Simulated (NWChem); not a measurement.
System: CH6Hf; SMILES [CH3][HfH3]

Results from NWChem. Medium grid unless said otherwise, to which SCAN and Minnesota functionals are sensitive. Coordinates come from a PBE0/def2-SVP optimisation. def2 effective core potentials on Hf; no spin-orbit coupling. Hybrids' shares of exact exchange are those that their runs print; pure functionals count as 0. The functionals differ in more than this share.

```
row                 share of exact exchange  orbital gap (eV)
------------------  -----------------------  ----------------
PBE/def2-SVP                           0.00              4.20
SCAN/def2-SVP                          0.00              4.74
TPSSh/def2-SVP                         0.10              5.40
B3LYP/def2-SVP                         0.20          withheld
PW6B95/def2-SVP                        0.28              6.57
BHandHLYP/def2-SVP                     0.50              8.62
```

Question: Fit a straight line of the last column on the one before it, predict the withheld value, and compare with the run.

Answer: 
1. Means of the 5 shown rows: x = 0.176, y = 5.906. Slope Σ(x − x̄)(y − ȳ)/Σ(x − x̄)² = 1.492/0.1835 = 8.132; intercept 4.475.
2. The shown rows scatter about the line by 0.199 (root mean square); the largest residual is -0.27, at PBE/def2-SVP.
3. At x = 0.20 (B3LYP/def2-SVP; inside the shown range) the line gives 6.10.
4. The run gives 5.96, -0.14 from the line, 0.7 times the scatter.
